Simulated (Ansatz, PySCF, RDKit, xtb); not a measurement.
Pair of molecules: C2H4 (SMILES C=C) (first 6 atoms) with CH4O (SMILES CO); geometry from B3LYP-D3(BJ)/def2-TZVP, rigid monomers moved along the line of their centres of mass till C1···H12 is 2.80 Å.
(charge 0, multiplicity 1):
| atom | x (Å) | y (Å) | z (Å) |
|---|---|---|---|
| C | 0.7019 | 0.2081 | 0.0238 |
| C | -0.6063 | 0.0269 | -0.1008 |
| H | 1.1658 | 1.1668 | -0.1740 |
| H | 1.3615 | -0.5962 | 0.3268 |
| H | -1.0691 | -0.9328 | 0.0955 |
| H | -1.2663 | 0.8298 | -0.4059 |
| C | -0.2399 | -0.6028 | 4.0627 |
| O | -0.3720 | 0.7177 | 3.5657 |
| H | -1.0159 | -1.2725 | 3.6729 |
| H | -0.3465 | -0.5517 | 5.1458 |
| H | 0.7415 | -1.0358 | 3.8346 |
| H | -0.2797 | 0.6883 | 2.6052 |

Monomers are frozen at their geometry in the pair; levels with a basis set take the counterpoise correction. RDKit's UFF carries no charges.

Cores are frozen in the correlated methods. Rows in 6-31G* carry no dispersion term and start afresh at each structure (6-31G* with six Cartesian d functions). MP2/6-31G* freezes PySCF's default core.

Programs: Ansatz (a first-principles code) with Gaussian orbitals; PySCF for 6-31G* rows, the dispersion terms; RDKit for the force fields; xtb for the GFN methods. 

```tsv
level	interaction energy (kcal/mol)
UFF	-0.58
GFN1-xTB	-1.49
GFN2-xTB	-1.55
PBE/def2-TZVPPD	-2.07
B3LYP/def2-TZVPPD	-1.45
B3LYP-D3(BJ)/def2-TZVPPD	-2.70
wB97M-V/def2-TZVPPD	-2.52
MP2/6-31G*	(withheld)
CCSD(T)/aug-cc-pVDZ	(withheld)
```

### Question
What belongs in the gaps?

### Answer

- MP2/6-31G*, interaction energy (kcal/mol): -1.99
- CCSD(T)/aug-cc-pVDZ, interaction energy (kcal/mol): -2.18
